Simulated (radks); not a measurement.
Values are calculated unless marked as measured or tabulated.
Species: Pr20+. Configuration: [Kr] 4d3. Code: a radial shooting solver on a logarithmic mesh with Libxc functionals. Model: scalar-relativistic Kohn-Sham, PBEsol, spin-polarised, spherical densities, finite nucleus; open shells are filled with parallel spins first (spin-orbit coupling, left out, can overturn this in heavy ions); Fermi nuclear charge, rms radius 4.8919 fm.

Unscreened Slater integrals over Kohn-Sham orbitals (hartree). They are taken over the spin-up orbitals.

integral,value
"F0(4d,4d)",1.4335
"F2(4d,4d)",0.73718
"F4(4d,4d)",0.50077
"F0(4d,4p)",1.4548
"F2(4d,4p)",0.75363
"G1(4d,4p)",0.94946
"G3(4d,4p)",0.60395
"F0(4d,4s)",1.4789
"G2(4d,4s)",0.74605
"F0(4d,3d)",1.8576
"F2(4d,3d)",0.50344
"F4(4d,3d)",0.24605
"G0(4d,3d)",0.16334
"G2(4d,3d)",0.20173
"G4(4d,3d)",0.15722
"F0(4p,4p)",1.4797
"F2(4p,4p)",0.77916
"F0(4p,4s)",1.5049
"G1(4p,4s)",1.0258
"F0(4p,3d)",1.8870
"F2(4p,3d)",0.51150
"G1(4p,3d)",0.16597
"G3(4p,3d)",0.16556
"F0(4s,4s)",1.5322
"F0(4s,3d)",1.9342
"G2(4s,3d)",0.17252
"F0(3d,3d)",3.6995
"F2(3d,3d)",1.8714
"F4(3d,3d)",1.2005

Derived for the open shells (J is the average intra-shell exchange parameter used in DFT+U). 4d: Racah B = F2/49 - 5 F4/441 = 0.009367 hartree, C = 35 F4/441 = 0.03974 hartree, C/B = 4.24, F4/F2 = 0.679, J = (F2 + F4)/14 = 0.08842 hartree.
